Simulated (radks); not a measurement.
Neutral platinum inside a hard spherical wall (all orbitals vanish at R), configuration held at [Xe] 4f14 5d9 6s1 and not refilled when levels cross. Method: scalar-relativistic Kohn-Sham, PBEsol, spin-polarised, spherical densities, point nucleus; open shells are filled with parallel spins first (spin-orbit coupling, left out, can overturn this in heavy ions); computed with a radial shooting solver on a logarithmic mesh with Libxc functionals. Eigenvalues in eV for spin up, with the zero of energy where the potential of the charges vanishes at infinity; a dash marks a level that is unbound or too diffuse for the functional's potential to be trusted. A positive occupied level is held by the wall or, in an anion where self-interaction has pushed it up, behind a barrier. The pressure on the wall is -dE/dV.

R (bohr)  E (hartree)  kinetic (hartree)    e(4f)    e(5p)   e(5d)   e(6s)  e(6p, empty)  e(7s, empty)  pressure (GPa)
free      -18408.3827          20534.191  -70.125  -56.246  -6.522  -6.137             -             -               0
20        -18408.3827          20534.191  -70.125  -56.246  -6.522  -6.137        -1.038             -        < 0.0001
12        -18408.3826          20534.191  -70.124  -56.245  -6.521  -6.137        -0.999         0.805        0.000144
8         -18408.3813          20534.205  -70.040  -56.162  -6.445  -6.060        -0.554         3.917          0.0661
7         -18408.3775          20534.236  -69.877  -56.003  -6.302  -5.906        -0.075         6.386           0.326
4         -18408.0429          20535.964  -64.321  -50.918  -1.653   0.414        10.657        42.787            76.5
3.5       -18407.6315          20537.784  -60.106  -47.277   1.928   6.087        18.944        65.760             235
2.5       -18403.7984          20553.189  -38.011  -29.232  22.563  45.217        70.733        187.54            3500
2         -18394.4671          20588.625   -7.258   -2.813  56.019  117.47        157.43        366.31           19700
1.5       -18354.7401          20726.716   68.081   78.486  158.02  344.67        410.68        843.50          168000
